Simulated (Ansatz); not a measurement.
The Bi1–H2 bond of BiFH2 (SMILES [F][BiH2]) is stretched (multiplicity 1, the rest rigid).
Geometry at rest (charge 0, multiplicity 1):
```xyz
4

Bi    -0.09774    -0.11515     0.12284
H     -1.57782     0.18334    -0.86817
H      0.32388    -1.51079    -0.94311
F      1.04071     1.20944    -0.93164
```

Frozen-core correlation. Filled d and f shells under p-block atoms count as core.

The values were computed with Ansatz (a program for electronic structure) with Gaussian orbitals. Each number belongs to the level named beside it. In def2 rows elements past Kr take small-core potentials, without spin–orbit coupling.

FIC-MRCISD+Q on CASSCF(2,2)/def2-TZVPP, total energies (hartree):

| R (Å) | CASSCF | MRCISD | weight c² of the reference |
|---|---|---|---|
| 1.806 | -314.210215 | -314.560183 | 0.91449 |
| 3.161 | -314.136995 | -314.478436 | 0.91520 |
| 5.779 | -314.123454 | -314.462964 | 0.91592 |

Q: Add the Davidson correction (E_MRCISD − E_CASSCF)(1 − c²)/c² and give the energies above the first point at the three levels.

A: 
Corrections (hartree): -0.032722, -0.031638, -0.031165. Above the first point (kcal/mol):
- R = 3.161 Å: CASSCF 45.9, MRCISD 51.3, with the correction 52.0
- R = 5.779 Å: CASSCF 54.4, MRCISD 61.0, with the correction 62.0
